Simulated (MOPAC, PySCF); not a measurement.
C$_{4}$H$_{4}$, SMILES `C1(=C)C=C1`, neutral singlet in the gas phase. 

Z-matrix (Å, degrees):
```
C
C 1 1.3255
H 2 1.0809 1 120.92
H 2 1.0809 3 118.16 1 179.90
C 1 1.4359 2 152.78 3 0.01
C 5 1.3135 1 62.78 2 180.00
H 6 1.0766 5 147.81 1 180.00
H 5 1.0766 6 147.81 7 -0.01
```
Charge 0, spin multiplicity 1.

All levels are single points at this geometry (B3LYP-D3(BJ)/def2-TZVP); Pople sets use spherical d functions. Orbital energies aren't observables, and empty levels follow the basis.

B3LYP/6-31G* in PySCF gives dipole (D) = 2.05.

### Question
Estimate the dipole (D) from each of these levels: B3LYP-D3(BJ)/def2-TZVP in PySCF; PBE-D3(BJ)/def2-TZVP in PySCF; B3LYP/3-21G in PySCF; B3LYP/6-311+G** in PySCF; M06-2X/6-31G* in PySCF; PBE/6-31G* in PySCF; HF/6-31G* in PySCF; HF/STO-3G in PySCF; AM1 in MOPAC; PM3 in MOPAC; PM6 in MOPAC; PM7 in MOPAC.

### Answer

| level | dipole (D) |
|---|---|
| B3LYP-D3(BJ)/def2-TZVP in PySCF | 2.13 |
| PBE-D3(BJ)/def2-TZVP in PySCF | 2.05 |
| B3LYP/3-21G in PySCF | 1.91 |
| B3LYP/6-311+G** in PySCF | 2.13 |
| M06-2X/6-31G* in PySCF | 2.04 |
| PBE/6-31G* in PySCF | 1.97 |
| HF/6-31G* in PySCF | 2.34 |
| HF/STO-3G in PySCF | 2.00 |
| AM1 in MOPAC | 1.28 |
| PM3 in MOPAC | 1.37 |
| PM6 in MOPAC | 1.24 |
| PM7 in MOPAC | 1.23 |
